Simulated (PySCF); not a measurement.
Computed structure and properties of [ErCl4]−

System: [ErCl4]− (singlet in the valence; each metal's 4f electrons, 11 of them, lie in its core potential, out of spins and levels); start: template (Td). Method: PySCF 2.14.0, RKS r2SCAN, Er lcecp-1-SVP with ECP57, Cl def2-SVP; non-relativistic Hamiltonian with scalar-relativistic core potentials where named; density fitting; no spin-orbit coupling.

Input of the relaxation:

```python
mol = gto.M(atom='''
Er     0.00000     0.00000     0.00000
Cl     1.49400     1.49400     1.49400
Cl    -1.49400    -1.49400     1.49400
Cl     1.49400    -1.49400    -1.49400
Cl    -1.49400     1.49400    -1.49400''',
    basis={'Er': 'lcecp-1-SVP', 'Cl': 'def2-SVP'},
    ecp={'Er': 'lcecp-1-SVP'},
    charge=-1, spin=0)
mf = dft.RKS(mol, xc='R2SCAN')
mf.grids.atom_grid = (50, 194)  # f atoms: unpruned, at least (60, 302)
mf = mf.density_fit()  # fitting sets: Er AutoAux, Cl def2-universal-JKFIT
mf.conv_tol = 1e-08; mf.max_cycle = 55
mf.kernel(dm0)  # dm0: converged density of the start geometry
# quasi-Newton relaxation in Cartesian coordinates to a largest gradient under 0.00045 Eh/bohr, steps kept in the point group
```

Run from Python with OMP_NUM_THREADS=2; the lines above give its settings. Where DIIS fails, smearing, a level shift and second-order steps follow.
It took 21 s on 2 threads of Intel(R) Xeon(R) CPU @ 2.80GHz (Skylake/Cascade Lake), on a shared host, from the converged density of the start.

Course of the relaxation:

```json
{"step": "0", "energy above end (eV)": "0.1221", "largest force component within the symmetry (eV/Å)": "0.446"}
{"step": "1", "energy above end (eV)": "0.0297", "largest force component within the symmetry (eV/Å)": "0.236"}
{"step": "2", "energy above end (eV)": "0.0010", "largest force component within the symmetry (eV/Å)": "0.046"}
{"step": "3", "energy above end (eV)": "0.0000", "largest force component within the symmetry (eV/Å)": "0.003"}
```

Relaxed geometry (Td):

```xyz
5

Er    0.0000    0.0000    0.0000
Cl    1.4513    1.4513    1.4513
Cl   -1.4513   -1.4513    1.4513
Cl    1.4513   -1.4513   -1.4513
Cl   -1.4513    1.4513   -1.4513
```

| contact | Å |
| --- | --- |
| Er1–Cl2 (Cl) | 2.514 |
| Er1–Cl3 (Cl) | 2.514 |
| Er1–Cl4 (Cl) | 2.514 |
| Er1–Cl5 (Cl) | 2.514 |

On the finer grid (75, 302):

| Property | Result |
| --- | --- |
| HOMO | -3.50 eV |
| LUMO | 3.39 eV |
| Dipole about the centre of mass | 0.00 D |
| Set of Mulliken populations of Er1 outside the core potential | s 2.32, p 6.46, d 1.45, f 0.04 |
| D3(BJ) dispersion energy (not in the energies) | -0.055 eV |

```tsv
atom	Mulliken (e)	Löwdin (e)	spin (e)
Er1	0.73	-0.52	0.00
Cl2	-0.43	-0.12	0.00
Cl3	-0.43	-0.12	0.00
Cl4	-0.43	-0.12	0.00
Cl5	-0.43	-0.12	0.00
```

The 4f levels lie in the core potential and are missing. Their spin isn't counted.

No frequency check is given for this geometry.

Taking off one Cl (charge -1, singlet; the rest: singlet) in vacuum, both parts rigid, costs 5.10 eV; the small basis without counterpoise inflates it.

Rigid scan of Cl along the line from its metal:

(distance to Cl2 (Å), energy (eV)): (2.21, 0.663), (2.31, 0.256), (2.41, 0.057), (2.51, 0.000), (2.61, 0.046), (2.71, 0.157), (2.91, 0.496), (3.21, 1.105), (3.61, 1.870), (4.11, 2.624)

One start shape was tried, so this needn't be the lowest isomer.

An lcecp potential fixes the number of 4f electrons, so in runs with it no electron can move into or out of that shell.
